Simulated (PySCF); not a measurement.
Compound: Ta(NH)Cl3 (singlet state).
Bonds: Ta1–N2, Ta1–Cl4, Ta1–Cl5, Ta1–Cl6. Hydrogens: H3 on N2.

Method: PBE0-D3(BJ)/def2-SVP geometry optimisation, gas phase, def2 core potentials past Kr in PySCF 2.14.0.

**Question.** Give the optimised bond lengths and angles.

**Answer.** 
| bond | length (pm) |
| --- | --- |
| Ta1–N2 | 174.5 |
| Ta1–Cl4, Ta1–Cl5, Ta1–Cl6 | 230.0 |
| N2–H3 | 101.4 |

Bonds in one row agree within 1 pm and their mean is given. A selection of angles:
| angle | degrees |
| --- | --- |
| N2–Ta1–Cl4 | 107.5 |
| Cl4–Ta1–Cl5 | 110.8 |
| Cl4–Ta1–Cl6 | 112.7 |
| Ta1–N2–H3 | 179.2 |

Ta1 (tantalum bonded to 3 Cl and N) is tetrahedral (angles from 107.0° to 112.7°).

Point group: C3v (tolerance 0.08 Å). PBE0-D3(BJ)/def2-SVP frequencies: not computed here.

The run took 86 s of wall time on one thread, Arm Neoverse V2 (aarch64), shared host with 96 logical CPUs at a one-minute load of 61, and the process peaked at 0.41 GiB of memory. These figures are those of the optimisation.
